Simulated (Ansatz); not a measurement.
Basis-set extrapolation for C2H5BFN (`C=NB(C)F`) (PBE0-D4/def2-TZVP geometry, frozen core, Ansatz 0.2.0). Multiplicity 1, RHF reference.

```tsv
	def2-TZVPP	def2-QZVPP
HF	-257.403897	-257.415553
MP2 correlation	-0.875950	-0.941852
CCSD(T) correlation	-0.942126	not run
```

Energies in hartree. Use E(X) = E(∞) + A·exp(−7.88·√X) for Hartree–Fock and E(X) = E(∞) + B·X^(−2.97) for correlation, with X = 3 and 4, and add CCSD(T) minus MP2 of the smaller set to the MP2 limit.

Q: What is the CCSD(T) energy at the basis-set limit?

A: HF limit: -257.415553 + (-0.011656) × 0.13774 = -257.41716. MP2 limit: -0.941852 + (-0.065902) × 0.74074 = -0.99067. Higher-order term: -0.942126 − (-0.875950) = -0.06618. Total: -258.47401 hartree, 336.0 kJ/mol below CCSD(T)/def2-TZVPP.
